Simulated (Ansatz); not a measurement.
Si₁₄H₂₂, a nanocrystal with a defect cut from the lattice of silicon (two caps of one atom removed) was relaxed with PBE-D4 (def2-SVP) in Ansatz in these states: neutral singlet, neutral triplet. The geometries follow in no particular order.

A:

```tsv
atom	x (Å)	y (Å)	z (Å)
Si1	-2.573	3.100	-1.630
Si2	3.812	0.621	2.259
Si3	0.738	1.855	0.117
Si4	3.200	-0.668	-1.216
Si5	-0.302	-1.896	-0.561
Si6	-3.618	-0.670	-2.312
Si7	2.768	-3.140	1.580
Si8	-1.473	2.626	0.398
Si9	-2.683	1.316	-3.165
Si10	1.605	1.443	2.269
Si11	4.031	-1.277	0.876
Si12	-2.618	-1.501	-0.349
Si13	0.455	-2.700	1.521
Si14	0.956	-0.034	-1.278
H15	-3.980	3.555	-1.331
H16	-1.849	4.246	-2.292
H17	4.253	0.325	3.674
H18	4.712	1.695	1.701
H19	1.552	2.960	-0.514
H20	-0.096	-2.984	-1.588
H21	-5.086	-0.429	-2.051
H22	-3.508	-1.736	-3.374
H23	3.168	-3.583	2.969
H24	3.057	-4.270	0.624
H25	-1.415	3.895	1.215
H26	-2.255	1.610	1.187
H27	-3.547	1.765	-4.320
H28	-1.307	1.033	-3.710
H29	1.574	2.745	3.034
H30	0.700	0.476	2.986
H31	5.487	-1.660	0.762
H32	-2.855	-0.553	0.796
H33	-3.277	-2.815	0.001
H34	0.094	-1.704	2.592
H35	-0.292	-3.977	1.820
H36	0.571	0.328	-2.689
```

B:

```csv
atom,x (Å),y (Å),z (Å)
Si1,0.3985,-0.9631,-4.1839
Si2,2.1155,3.1815,2.1652
Si3,1.3311,1.1249,-0.9369
Si4,2.8310,-0.7434,2.2080
Si5,-0.9721,-1.2003,1.2379
Si6,-1.9218,-3.3053,-1.9938
Si7,-0.1414,0.9056,4.2946
Si8,0.0061,0.9553,-2.8758
Si9,0.1319,-3.0464,-3.1177
Si10,0.7957,3.0951,0.2245
Si11,2.0264,1.1594,3.3864
Si12,-2.5267,-1.6021,-0.4843
Si13,-1.7528,0.5234,2.6294
Si14,1.2167,-0.7752,0.4603
H15,-0.5488,-0.9213,-5.3588
H16,1.8038,-0.8785,-4.7270
H17,1.7320,4.3278,3.0699
H18,3.5427,3.4003,1.7254
H19,2.7733,1.2509,-1.3753
H20,-0.8930,-2.4496,2.0869
H21,-3.0092,-3.4041,-3.0365
H22,-1.8938,-4.6110,-1.2379
H23,-0.4693,2.1086,5.1460
H24,-0.1329,-0.3062,5.1946
H25,0.3006,2.1652,-3.7315
H26,-1.4443,1.0233,-2.4777
H27,0.1866,-4.1059,-4.1929
H28,1.2756,-3.2948,-2.1719
H29,1.1026,4.2814,-0.6559
H30,-0.6720,3.1200,0.5566
H31,2.9230,1.3915,4.5850
H32,-2.7695,-0.3146,-1.2260
H33,-3.8288,-2.0046,0.1675
H34,-2.0127,1.7660,1.8210
H35,-3.0514,0.0906,3.2641
H36,1.5474,-1.9445,-0.4394
```

Q: Judge from the bond lengths which geometry belongs to which state (an estimate).

A: A is the neutral triplet (Si4–Si14 2.332 Å, Si4–Si11 2.332 Å, Si3–Si10 2.357 Å); B is the neutral singlet (Si4–Si14 2.379 Å, Si4–Si11 2.378 Å, Si3–Si10 2.349 Å).

The restricted singlet is unstable towards broken spin symmetry in Hartree–Fock (as tested in another run); at PBE-D4/def2-SVP this wasn't settled. At PBE0-D4/def2-TZVP a singlet lies 0.29 eV below the neutral triplet.
